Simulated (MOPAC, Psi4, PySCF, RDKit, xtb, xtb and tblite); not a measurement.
Two geometries of SMILES C#Cc1ccc(C=O)cc1, relaxed at GFN2-xTB with one dihedral held; other torsions can differ between them too.

Structure A

```
16

C      3.8567    -0.3345     0.1424
C      2.6613    -0.2248     0.1225
C      1.2523    -0.0960     0.0994
C      0.6630     1.1034    -0.3019
C     -0.7117     1.2222    -0.3307
C     -1.5181     0.1510     0.0458
C     -2.9886     0.2980     0.0817
O     -3.6891     0.5813    -0.8513
C     -0.9287    -1.0340     0.4829
C      0.4440    -1.1673     0.4857
H      4.9014    -0.4303     0.1591
H      1.2906     1.9342    -0.5883
H     -1.1743     2.1441    -0.6505
H     -3.4292     0.0478     1.0711
H     -1.5544    -1.8585     0.7926
H      0.9037    -2.0929     0.7989
```

Structure B

```
16

C      3.8530    -0.3451     0.1575
C      2.6571    -0.2359     0.1422
C      1.2489    -0.1085     0.1241
C      0.6601     1.0928    -0.2805
C     -0.7123     1.2158    -0.2977
C     -1.5210     0.1451     0.0874
C     -2.9809     0.2698     0.0714
O     -3.7595    -0.5952     0.3848
C     -0.9279    -1.0542     0.4913
C      0.4428    -1.1831     0.5106
H      4.8977    -0.4410     0.1718
H      1.2914     1.9174    -0.5773
H     -1.1699     2.1438    -0.6102
H     -3.3391     1.2641    -0.2657
H     -1.5698    -1.8712     0.7855
H      0.9063    -2.1076     0.8218
```

Question: Which is lower in energy at the level PBE0-D3(BJ)/def2-SVP // GFN2-xTB (Psi4), and by how much?

Answer: B is lower, by 7.14 kcal/mol (dihedral C5–C6–C7–O8: 60° in A, 180° in B).

E(B) − E(A) in kcal/mol at the other levels, on the same two geometries: GFN2-xTB (xtb and tblite) -4.13; MMFF94 // GFN2-xTB (RDKit) -5.75; PBE0/def2-SVP // GFN2-xTB (Psi4) -7.12; PBE/def2-SVP // GFN2-xTB (Psi4) -7.52; PBE-D3(BJ)/def2-SVP // GFN2-xTB (Psi4) -7.55; UFF // GFN2-xTB (RDKit) -6.06; AM1, restricted, heats of formation // GFN2-xTB (MOPAC) -2.10; PM3, restricted, heats of formation // GFN2-xTB (MOPAC) -1.06; GFN1-xTB // GFN2-xTB (xtb) -4.27; restricted B3LYP/6-31G*, spherical d, density fitting // GFN2-xTB (PySCF) -7.16; restricted B3LYP/3-21G, density fitting // GFN2-xTB (PySCF) -9.22; restricted BP86/6-31G*, spherical d, density fitting // GFN2-xTB (PySCF) -7.43.
